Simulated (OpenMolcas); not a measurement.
**Ge: CASPT2 settings compared**

```json
{
 "Program": "OpenMolcas",
 "Basis": "ANO-RCC-VQZP [7s6p4d2f1g]",
 "Scalar Hamiltonian": "X2C, point nucleus",
 "Active space": "4 electrons in 4 orbitals (4s 4p)",
 "State averaging": "2S+1 = 3 even, 3 roots; 2S+1 = 1 even, 6 roots; 2S+1 = 5 odd, 1 root",
 "Spin-orbit coupling": "RASSI with atomic mean-field integrals over the reference wave functions, term energies averaged over their components"
}
```

Methods on the same reference wave functions:
A. CASSCF
B. SS-CASPT2, IPEA 0.3 Eh, imaginary shift 0.05 Eh (closed shells correlated: 3d)
C. SS-CASPT2, IPEA 0 Eh, imaginary shift 0.4 Eh (closed shells correlated: 3d)
D. XMS-CASPT2, IPEA 0 Eh, imaginary shift 0.1 Eh (closed shells correlated: 3s 3p 3d)

Energies in cm⁻¹ above 4s² 4p² ³P₀, the measured ground level; measured values from NIST Handbook of Basic Atomic Spectroscopic Data.

| Level | A | B | C | D | Measured |
| --- | --- | --- | --- | --- | --- |
| 4s² 4p² ³P₀ | 0.0 | 0.0 | 0.0 | 0.0 | 0.0 |
| 4s² 4p² ³P₁ | 485 | 487 | 484 | 483 | 557 |
| 4s² 4p² ³P₂ | 1258 | 1247 | 1249 | 1248 | 1410 |
| 4s² 4p² ¹D₂ | 9496 | 7400 | 8180 | 8050 | 7125 |
| 4s² 4p² ¹S₀ | 16961 | 16570 | 17330 | 17450 | 16367 |
| 4s 4p³ ⁵S°₂ | 30558 | 39300 | 40120 | 41140 | 41927 |

Deviations, from unrounded energies. A percentage is the sum of absolute deviations over the sum of measured energies, with the sign that they share, or ± where signs differ.

| Against measurement | Levels | A | B | C | D |
| --- | --- | --- | --- | --- | --- |
| mean absolute deviation (cm-1) | 5 | 2900 | 670 | 810 | 610 |
| fine structure of the ground term (%) | 2 | -11.4 | -11.9 | -11.9 | -12.0 |
| other terms of the ground configuration (%) | 2 | +12.6 | +2.0 | +8.6 | +8.5 |
| other configurations (%) | 1 | -27.1 | -6.3 | -4.3 | -1.9 |

D lies closest to measurement on these levels and A furthest from it. The largest miss of D in the table is 4s² 4p² ¹S₀, by +1100 cm-1. The ranking rests on the paired levels alone, and a cruder setting can come out closer through cancelling errors.

Among B to D the level of the table that moves most is 4s 4p³ ⁵S°₂, by 1800 cm-1 (lowest in B, highest in D). Moves below CASPT2's spread within the term are not significant.

From A to B the spin-free energies of the other terms of 4s² 4p² shown, above ³P, scale by factors of 0.75 to 0.98.

The lowest spin-free term lies below A's lowest term by 0.490 hartree in B, 0.499 hartree in C, 0.788 hartree in D.

CASPT2 breaks the degeneracy within a term, and the mean is taken; among the terms shown or strongly mixed into the levels shown the widest spread is 53 cm-1 (4s² 4p² ¹D, D). Terms of s pⁿ other than that of highest spin mix with s² pⁿ⁻² d, which this space lacks; all of them can be thousands of cm-1 off, and some have no real level of that name. Without dynamic correlation excited terms often stand tens of per cent too high (terms of higher spin than the ground term too low), and those without a measured partner can miss by more than the paired ones (holds for A). Measured partners are found by configuration, term and J. A level has none where our copy of the source lacks it or the pairing is in doubt (some pairs that miss far off the trend of their configuration count as doubtful), and it then counts in no deviation. Only configurations of the active space appear.

° marks odd parity.
